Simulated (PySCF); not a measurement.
Si(Br)(OH)2(NH2) (BrH4NO2Si), SMILES N[Si](O)(O)Br. Atoms are numbered in the order given.

```xyz
9

N      1.9859    -0.1187    -0.9370
Si     0.4032     0.4096    -0.6033
O      0.4273     1.9625    -0.0469
O     -0.4351     0.1743    -2.0034
Br    -0.6818    -0.6758     1.0188
H      2.7100    -0.0307    -0.2339
H      2.1195    -0.9418    -1.5133
H      0.9357     2.5643    -0.6017
H     -1.3853     0.0631    -1.9032
```
Charge 0, spin multiplicity 1.

Geometry: PBE0-D3(BJ)/def2-SVP. The structure was generated by enumeration, and PubChem lists no compound with its InChIKey, so it may never have been made. The values are those of a single conformer.

Level of theory: PBE0-D3(BJ)/def2-SVP (PySCF).

Frequencies are harmonic and unscaled.

Computed harmonic wavenumbers and intensities:
```csv
mode,ν (cm⁻¹),IR (km/mol),Raman (Å⁴/amu),depolarisation,moving atoms (share of kinetic energy)
1,160,12.1,2.6,0.73,"O 37 %, H 34 %, N 18 %"
2,180,5.2,1.7,0.69,"H 38 %, O 33 %, N 19 %"
3,223,33.6,0.5,0.72,"H 62 %, O 26 %"
4,260,0.5,2.9,0.38,"H 31 %, O 27 %, Br 21 %, N 15 %"
5,265,8.9,2.3,0.56,"H 33 %, O 28 %, Si 14 %, Br 13 %, N 12 %"
6,296,75.6,2.1,0.61,"H 72 %, O 19 %"
7,329,48.0,1.6,0.75,"O 50 %, H 19 %, Si 17 %, N 14 %"
8,394,100.4,1.7,0.56,"H 64 %, O 22 %, N 9 %"
9,421,36.7,3.6,0.05,"H 55 %, Si 20 %, N 14 %"
10,464,340.2,0.4,0.08,"Si 36 %, H 33 %, N 15 %, O 10 %"
11,795,124.8,8.1,0.05,"O 52 %, H 29 %, N 12 %"
12,798,41.6,1.9,0.15,"H 63 %, O 18 %, N 18 %"
13,837,62.3,1.4,0.74,"H 77 %, N 13 %, O 9 %"
14,873,316.3,2.0,0.14,"H 64 %, O 19 %, Si 16 %"
15,961,169.1,2.1,0.59,"Si 45 %, N 26 %, H 15 %, O 14 %"
16,995,160.3,1.2,0.74,"Si 48 %, O 38 %, H 12 %"
17,1536,70.1,4.6,0.75,"H 88 %, N 11 %"
18,3621,51.1,99.5,0.11,H 96 %
19,3724,51.4,58.7,0.75,"H 91 %, N 9 %"
20,3907,108.3,122.8,0.31,H 94 %
21,3935,110.6,62.4,0.25,H 94 %
```
